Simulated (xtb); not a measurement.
disilazane (H$_{7}$NSi$_{2}$), singlet, from a rough starting geometry; GFN2-xTB (xtb).

Input for xtb:
```
$ xtb mol.xyz --gfn 2 --opt vtight --json

# file mol.xyz
10

Si     1.50807595    -0.27617317     0.35800683
N      0.07491018    -0.10230037    -0.54453780
Si    -1.49588018     0.31952672    -0.12180940
H      2.58206525    -0.43393770    -0.59329446
H      1.63831845     0.92794739     1.17664914
H      1.45155465    -1.47270508     1.29435863
H      0.14645126    -0.57942911    -1.47714861
H     -2.23536037    -0.68895104     0.63358210
H     -2.29802927     0.65506962    -1.37695936
H     -1.38867309     1.60460917     0.72916173
```

Predict the main parts of the log of this xtb run.


```
   ID    Z sym.   atoms
    1   14 Si     1, 3
    2    7 N      2
    3    1 H      4-10

           -------------------------------------------------
          |                Calculation Setup                |
           -------------------------------------------------

           -------------------------------------------------
          |                 G F N 2 - x T B                 |
           -------------------------------------------------

          ...................................................
          :                      SETUP                      :
          :.................................................:
          :  # basis functions                  31          :
          :  # atomic orbitals                  29          :
          :  # shells                           15          :
          :  # electrons                        20          :
          :  max. iterations                   250          :
          :  Hamiltonian                  GFN2-xTB          :
          :  restarted?                      false          :
          :  GBSA solvation                  false          :
          :  PC potential                    false          :
          :  electronic temp.          300.0000000     K    :
          :  accuracy                    1.0000000          :
          :  -> integral cutoff          0.2500000E+02      :
          :  -> integral neglect         0.1000000E-07      :
          :  -> SCF convergence          0.1000000E-05 Eh   :
          :  -> wf. convergence          0.1000000E-03 e    :
          :  Broyden damping             0.4000000          :
          :  net charge                          0          :
          :  unpaired electrons                  0          :
          ...................................................

 iter      E             dE          RMSdq      gap      omega  full diag
   1     -9.9754975 -0.997550E+01  0.614E+00    5.41       0.0  T
   2    -10.0833875 -0.107890E+00  0.359E+00    5.16       1.0  T
   3    -10.0864614 -0.307397E-02  0.261E+00    5.33       1.0  T
   4    -10.0863470  0.114397E-03  0.665E-01    5.15       1.0  T
   5    -10.0869007 -0.553687E-03  0.471E-01    5.31       1.0  T
   6    -10.0870539 -0.153148E-03  0.825E-02    5.25       1.0  T
   7    -10.0870574 -0.356105E-05  0.362E-02    5.26       1.0  T
   8    -10.0870596 -0.219549E-05  0.175E-02    5.26       1.8  T
   9    -10.0870604 -0.785135E-06  0.371E-03    5.26       8.5  T
  10    -10.0870604 -0.299758E-07  0.780E-04    5.26      40.5  T
  11    -10.0870605 -0.153390E-08  0.190E-04    5.26     166.4  T

   *** convergence criteria satisfied after 11 iterations ***

         :::::::::::::::::::::::::::::::::::::::::::::::::::::
         ::                     SUMMARY                     ::
         :::::::::::::::::::::::::::::::::::::::::::::::::::::
         :: total energy              -9.987326999532 Eh    ::
         :: gradient norm              0.091257780740 Eh/a0 ::
         :: HOMO-LUMO gap              5.259514226063 eV    ::
         ::.................................................::
         :: SCC energy               -10.087056819586 Eh    ::
         :: -> isotropic ES            0.034358541165 Eh    ::
         :: -> anisotropic ES          0.006691634111 Eh    ::
         :: -> anisotropic XC          0.004514380946 Eh    ::
         :: -> dispersion             -0.006116984744 Eh    ::
         :: repulsion energy           0.099729820055 Eh    ::
         :: add. restraining           0.000000000000 Eh    ::
         :: total charge              -0.000000000000 e     ::
         :::::::::::::::::::::::::::::::::::::::::::::::::::::

      -----------------------------------------------------------
     |                   =====================                   |
     |                        A N C O P T                        |
     |                   =====================                   |
     |               Approximate Normal Coordinate               |
     |                Rational Function Optimizer                |
      -----------------------------------------------------------
      -----------------------------------------------------------
     |                   =====================                   |
     |                        A N C O P T                        |
     |                   =====================                   |
     |               Approximate Normal Coordinate               |
     |                Rational Function Optimizer                |
      -----------------------------------------------------------

          ...................................................
          :                      SETUP                      :
          :.................................................:
          :   optimization level         verytight          :
          :   max. optcycles                   200          :
          :   ANC micro-cycles                  20          :
          :   degrees of freedom                24          :
          :.................................................:
          :   RF solver                   davidson          :
          :   write xtbopt.log                true          :
          :   linear?                        false          :
          :   energy convergence         0.1000000E-06 Eh   :
          :   grad. convergence          0.2000000E-03 Eh/α :
          :   maxmium RF displ.          1.0000000          :
          :   Hlow (freq-cutoff)         0.1000000E-01      :
          :   Hmax (freq-cutoff)         5.0000000          :
          :   S6 in model hess.         20.0000000          :
          ...................................................

generating ANC from exact Hessian ...
Using Lindh-Hessian (1995)
 Shifting diagonal of input Hessian by    8.0575170469424136E-003
 Lowest  eigenvalues of input Hessian
    0.000000    0.000000    0.000000    0.000000    0.000000    0.000000
[...]
 * total energy  :    -9.9949925 Eh     change       -0.8906125E-03 Eh
 * total energy  :    -9.9950941 Eh     change       -0.1016512E-03 Eh
 * total energy  :    -9.9951160 Eh     change       -0.2185982E-04 Eh
 * total energy  :    -9.9951309 Eh     change       -0.1489603E-04 Eh
 * total energy  :    -9.9951360 Eh     change       -0.5142385E-05 Eh
 * total energy  :    -9.9951374 Eh     change       -0.1380244E-05 Eh
 * total energy  :    -9.9951378 Eh     change       -0.3434371E-06 Eh
 * total energy  :    -9.9951381 Eh     change       -0.3232250E-06 Eh
 * total energy  :    -9.9951385 Eh     change       -0.4247466E-06 Eh
 * total energy  :    -9.9951389 Eh     change       -0.4189616E-06 Eh
 * total energy  :    -9.9951393 Eh     change       -0.3656763E-06 Eh
 * total energy  :    -9.9951395 Eh     change       -0.2015909E-06 Eh
 * total energy  :    -9.9951395 Eh     change       -0.3957315E-07 Eh
   *** GEOMETRY OPTIMIZATION CONVERGED AFTER 15 ITERATIONS ***
[...]
   3    -10.0992441 -0.495604E-12  0.398E-05    5.05     794.1  T

   *** convergence criteria satisfied after 3 iterations ***

         :::::::::::::::::::::::::::::::::::::::::::::::::::::
         ::                     SUMMARY                     ::
         :::::::::::::::::::::::::::::::::::::::::::::::::::::
         :: total energy              -9.995139526650 Eh    ::
         :: gradient norm              0.000020939162 Eh/a0 ::
         :: HOMO-LUMO gap              5.052991800057 eV    ::
         ::.................................................::
         :: SCC energy               -10.099240556329 Eh    ::
         :: -> isotropic ES            0.035578237429 Eh    ::
         :: -> anisotropic ES          0.006237855027 Eh    ::
         :: -> anisotropic XC          0.004066246977 Eh    ::
         :: -> dispersion             -0.006063817077 Eh    ::
         :: repulsion energy           0.104101029679 Eh    ::
         :: add. restraining           0.000000000000 Eh    ::
         :: total charge              -0.000000000000 e     ::
         :::::::::::::::::::::::::::::::::::::::::::::::::::::

           -------------------------------------------------
          |                Property Printout                |
           -------------------------------------------------

    * Orbital Energies and Occupations

         #    Occupation            Energy/Eh            Energy/eV
      -------------------------------------------------------------
         1        2.0000           -0.7299268             -19.8623
         2        2.0000           -0.6988515             -19.0167
         3        2.0000           -0.5512406             -15.0000
         4        2.0000           -0.4735502             -12.8860
         5        2.0000           -0.4382665             -11.9258
         6        2.0000           -0.4342538             -11.8166
         7        2.0000           -0.4207208             -11.4484
         8        2.0000           -0.4193998             -11.4125
         9        2.0000           -0.4169129             -11.3448
        10        2.0000           -0.3763601             -10.2413 (HOMO)
        11                         -0.1906660              -5.1883 (LUMO)
        12                         -0.1729033              -4.7049
        13                         -0.1639449              -4.4612
        14                         -0.1595384              -4.3413
        15                         -0.1458798              -3.9696
        16                         -0.1445201              -3.9326
        17                         -0.0662011              -1.8014
        18                         -0.0486898              -1.3249
        19                         -0.0262210              -0.7135
        20                          0.0077142               0.2099
        21                          0.1422394               3.8705
       ...                                ...                  ...
        29                          0.7992018              21.7474
      -------------------------------------------------------------
                  HL-Gap            0.1856940 Eh            5.0530 eV
             Fermi-level           -0.2835131 Eh           -7.7148 eV

     #   Z          covCN         q      C6AA      α(0)
     1  14 Si       3.664     0.481    97.880    18.962
     2   7 N        2.500    -0.450    31.870     8.384
     3  14 Si       3.664     0.481    97.880    18.962
     4   1 H        0.918    -0.110     5.928     3.808
     5   1 H        0.919    -0.107     5.802     3.767
     6   1 H        0.917    -0.110     5.915     3.804
     7   1 H        0.862     0.141     1.462     1.894
     8   1 H        0.917    -0.110     5.915     3.804
     9   1 H        0.918    -0.110     5.927     3.807
    10   1 H        0.919    -0.107     5.804     3.768

 Mol. C6AA /au·bohr⁶  :       1673.091327
 Mol. C8AA /au·bohr⁸  :      61046.389017
 Mol. α(0) /au        :         70.959899

Wiberg/Mayer (AO) data.
largest (>0.10) Wiberg bond orders for each atom

 ---------------------------------------------------------------------------
     #   Z sym  total        # sym  WBO       # sym  WBO       # sym  WBO
 ---------------------------------------------------------------------------
     1  14 Si   3.763 --     2 N    1.067     5 H    0.896     4 H    0.891
                             6 H    0.889
     2   7 N    3.277 --     3 Si   1.067     1 Si   1.067     7 H    0.971
     3  14 Si   3.763 --     2 N    1.067    10 H    0.896     9 H    0.891
                             8 H    0.889
     4   1 H    0.988 --     1 Si   0.891
     5   1 H    0.989 --     1 Si   0.896
     6   1 H    0.988 --     1 Si   0.889
     7   1 H    0.980 --     2 N    0.971
     8   1 H    0.988 --     3 Si   0.889
     9   1 H    0.988 --     3 Si   0.891
    10   1 H    0.989 --     3 Si   0.896
 ---------------------------------------------------------------------------

Topologies differ in total number of bonds
Writing topology from bond orders to xtbtopo.mol

molecular dipole:
                 x           y           z       tot (Debye)
 q only:       -0.013      -0.082      -0.029
   full:       -0.023      -0.190      -0.115       0.566
molecular quadrupole (traceless):
                xx          xy          yy          xz          yz          zz
 q only:        0.539      -0.358      -0.610       0.208       0.530       0.071
  q+dip:       -2.232       0.451       0.463      -0.447       1.044       1.768
   full:       -0.604      -0.240      -0.595       0.023       1.416       1.199

optimized geometry written to: xtbopt.xyz

           -------------------------------------------------
          | TOTAL ENERGY               -9.995139526650 Eh   |
          | GRADIENT NORM               0.000020939162 Eh/α |
          | HOMO-LUMO GAP               5.052991800057 eV   |
           -------------------------------------------------
```
